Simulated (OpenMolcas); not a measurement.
Computed levels of 5d⁵ in ions with 73 electrons, in cm-1 above ⁶S_5/2.

```
Program             : OpenMolcas
Method              : SS-CASPT2, IPEA 0.25 Eh, imaginary shift 0.1 Eh
Basis               : ANO-RCC-VTZP
Scalar Hamiltonian  : DKH2, point nucleus
Spin-orbit coupling : RASSI with atomic mean-field integrals over the reference wave functions, term energies averaged over their components
```

Active space for each ion: 5 electrons in 5 orbitals (5d); closed shells correlated by CASPT2: 5s 5p.

| Level | Re2+ | Os3+ | Pt5+ | Au6+ |
| --- | --- | --- | --- | --- |
| ⁴G_7/2 | 19160 | 21660 | 25670 | 27760 |
| ⁴G_11/2 | 20000 | 22730 | 27470 | 29940 |
| ⁴G_9/2 | 20470 | 23420 | 28760 | 31650 |
| ⁴P_1/2 | 21530 | 24960 | 30610 | 33630 |
| ⁴D_7/2 | 23520 | 27470 | 34640 | 38680 |
| ⁴D_1/2 | 26200 | 31010 | 40100 | 45420 |
| ²I_11/2 | 29020 | 33060 | 40860 | 45420 |
| ²I_13/2 | 31310 | 35990 | 45200 | 50490 |
| ²H_9/2 | 36070 | 41690 | 52070 | 57870 |

Question: Estimate ⁴G_7/2, ⁴G_11/2 for Ir4+ from its neighbours Os3+ and Pt5+.

Answer: ⁴G_7/2 is another term, which grows about linearly with the charge: (21660 + 25670) / 2 = 23665. The calculation gives 23600, so the estimate is off by +0.3 %.
⁴G_11/2 is another term, which grows about linearly with the charge: (22730 + 27470) / 2 = 25100. The calculation gives 25050, so the estimate is off by +0.2 %.

Mixed levels, with the weight of the term that names them: Re2+ ⁴G_7/2 (72 %), Re2+ ⁴P_1/2 (61 %), Re2+ ⁴D_7/2 (75 %), Re2+ ⁴D_1/2 (64 %), Re2+ ²H_9/2 (52 %), Os3+ ⁴G_7/2 (69 %), Os3+ ⁴P_1/2 (60 %), Os3+ ⁴D_7/2 (71 %), Os3+ ⁴D_1/2 (65 %), Os3+ ²H_9/2 (51 %), Ir4+ ⁴G_7/2 (63 %), Ir4+ ⁴P_1/2 (59 %), Ir4+ ⁴D_7/2 (65 %), Ir4+ ⁴D_1/2 (65 %), Ir4+ ²I_11/2 (73 %), Ir4+ ²H_9/2 (51 %), Pt5+ ⁴G_7/2 (59 %), Pt5+ ⁴P_1/2 (59 %), Pt5+ ⁴D_7/2 (60 %), Pt5+ ⁴D_1/2 (66 %), Pt5+ ²I_11/2 (70 %), Pt5+ ²H_9/2 (51 %), Au6+ ⁶S_5/2 (74 %), Au6+ ⁴G_7/2 (54 %), Au6+ ⁴G_11/2 (69 %), Au6+ ⁴G_9/2 (74 %), Au6+ ⁴P_1/2 (59 %), Au6+ ⁴D_7/2 (51 %), Au6+ ⁴D_1/2 (68 %), Au6+ ²I_11/2 (67 %), Au6+ ²H_9/2 (51 %).

Term energies are means over components that CASPT2 splits; among the terms shown or strongly mixed into the levels shown the widest spread is 240 cm-1 (5d⁵ ²F(1), Re2+). Configurations with an s electron lie low in 5d ions of this charge, fall among these levels and mix in, so low-spin terms can stand far too high, up to twice their true height, and weights are not those of the real levels (holds for Re2+). Only configurations of the active space appear.

A number in round brackets counts repeated terms of one configuration in the order of the reference energies.
